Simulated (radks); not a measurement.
Fractional charge and spin in the 4s shell of gallium: the spin-up occupation runs from 0 to 1 and the spin-down occupation from 0 to 1; the fullest corner is Ga+, [Ar] 3d10 4s(up 1, down 1). All-electron calculation, scalar-relativistic Kohn-Sham, r2SCAN, spin-polarised, spherical densities, finite nucleus; meta-GGA in the generalised Kohn-Sham scheme; Fermi nuclear charge, rms radius of each element as measured or else 0.836 A^(1/3) + 0.57 fm. Program: a radial shooting solver on a logarithmic mesh with Libxc functionals. Energy (eV) above the fullest corner. The planes named below are the two flat planes that join the four corners, with an edge along up + down = one added electron.

down \ up       0    0.25     0.5    0.75       1
0          51.850  43.241  35.140  27.564  20.525
0.25       43.241  35.336  27.935  21.045  14.680
0.5        35.140  27.935  21.222  15.005   9.305
0.75       27.564  21.045  15.005   9.451   4.405
1          20.525  14.680   9.305   4.405   0.000

Corners above the fullest one (they belong to Ga2+ and the next ion): (up 1, down 0) 20.525 eV, (up 0, down 1) 20.525 eV, (up 0, down 0) 51.850 eV. With half an added electron in each spin the energy lies 0.696 eV from the planes (fractional-spin error, the static-correlation error of a stretched bond), and with half an added electron in spin up alone -1.047 eV (fractional-charge error). For a frontier s shell over closed shells the exact functional lies on the planes.
